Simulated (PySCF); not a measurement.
## Dipole moment and polarisability across levels of theory

C₂H₄Al₂Cl₂.
SMILES: `C#[C][AlH-]1[Cl+][AlH2-][Cl+]1`

PySCF, dipoles from the SCF density, polarisabilities from static response with core orbitals frozen. Isolated species at its PBE0-D3(BJ)/def2-SVP geometry, gas phase.

The anisotropy is √(½[(α1 − α2)² + (α2 − α3)² + (α3 − α1)²]).

```
              level  μ (D)  α (au)  anisotropy (au)
      LDA/def2-SVPD  0.594  106.19            33.07
      PBE/def2-SVPD  0.611  104.38            32.18
    B3LYP/def2-SVPD  0.577  100.84            30.18
     PBE0/def2-SVPD  0.602  100.14            29.93
BHandHLYP/def2-SVPD  0.577   96.84            28.26
CAM-B3LYP/def2-SVPD  0.560   99.12            28.89
  wB97X-D/def2-SVPD  0.599   99.39            28.81
  LC-wPBE/def2-SVPD  0.577   96.71            27.72
       HF/def2-SVPD  0.645   92.77            26.17
        PBE0/6-31G*  0.753   80.29            34.06
      PBE0/def2-SVP  0.643   81.37            37.24
       PBE0/6-31+G*  0.602   89.23            33.50
   PBE0/aug-cc-pVDZ  0.536  101.45            30.87
     PBE0/def2-TZVP  0.573   94.93            32.47
    PBE0/def2-TZVPD  0.559  101.62            30.19
```

The dipole runs from 0.54 D (PBE0/aug-cc-pVDZ) to 0.75 D (PBE0/6-31G*). No reference polarisability is at hand; against PBE0 in the largest diffuse basis at hand (def2-TZVPD) the other PBE0 rows deviate by 6-31G* -21%, def2-SVP -20%, 6-31+G* -12%, def2-SVPD -1%, aug-cc-pVDZ 0%, def2-TZVP -7%. In one basis (def2-SVPD) the functionals order the polarisability from HF (lowest) to LDA (highest), a spread of 14%. With PBE0 the polarisability is 85.53 au without diffuse functions (mean of 6-31G*, def2-SVP and def2-TZVP) and 98.11 au with them (mean of 6-31+G*, def2-SVPD, aug-cc-pVDZ and def2-TZVPD).
